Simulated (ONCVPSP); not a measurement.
La, ONCV: configuration errors across variants

```json
{
  "Element": "lanthanum",
  "Generator": "ONCVPSP 4.0.1",
  "Type": "optimised norm-conserving Vanderbilt (ONCV)",
  "Functional": "PW91",
  "Relativity": "fully relativistic",
  "Frozen core": "[Kr] 4d10",
  "Valence charge": "11",
  "Reference configuration": "5s2 5p6 5d1.5 6s1.5",
  "Partial waves": "5s+6s: rc 2.10 bohr, ncon 4, nbas 8, qcut 4.7 1/bohr, 2 projectors; 5p: rc 2.95 bohr, ncon 5, nbas 8, qcut 5 1/bohr, 1 projector; 5d: rc 3.30 bohr, ncon 4, nbas 9, qcut 5 1/bohr, 2 projectors, debl 3 Ha; f scattering state at 0.31 Ha: rc 3.05 bohr, ncon 3, nbas 8, qcut 3.8 1/bohr, 3 projectors, debl 0.5 Ha",
  "Local potential": "polynomial inside 1.80 bohr (lpopt 3, dvloc0 4 Ha)",
  "Core correction": "Teter function, parameters optimised by the program"
}
```

Open shells are filled in proportion to 2j + 1.

In the f channel the program set the typed energies aside and used -0.127, 0.373, 0.873 Ha (j = l + 1/2; the other j can differ).

All-electron excitation energies from the reference (eV): (1) 5s2 5p6 5d1 6s2 -0.351; (2) 5s2 5p6 5d1 6s1 5.657; (3) 5s2 5p6 5d1 6s0 16.570; (4) 5s2 5p6 5d0 6s0 35.577.

Errors AE − PS in meV (a dash: test not solved or not reliable):

```
    change   (1)  (2)   (3)   (4)  bound ghosts  GHOST(+) flags above zero
      base  -7.0  -22  -278  -639          none           d5/2, f7/2, f5/2
f: rc 4.08  -7.0  -22  -278  -639          none                       d5/2
 f: nbas 7  -7.0  -22  -278  -639          none           d5/2, f7/2, f5/2
```

Q: Give the same row for: core correction polynomial model core, fcfact 0.25.

A: -1.0, +0.3, +1.4, +9.2; bound ghosts: none; GHOST(+) flags above zero: d5/2, f7/2, f5/2.
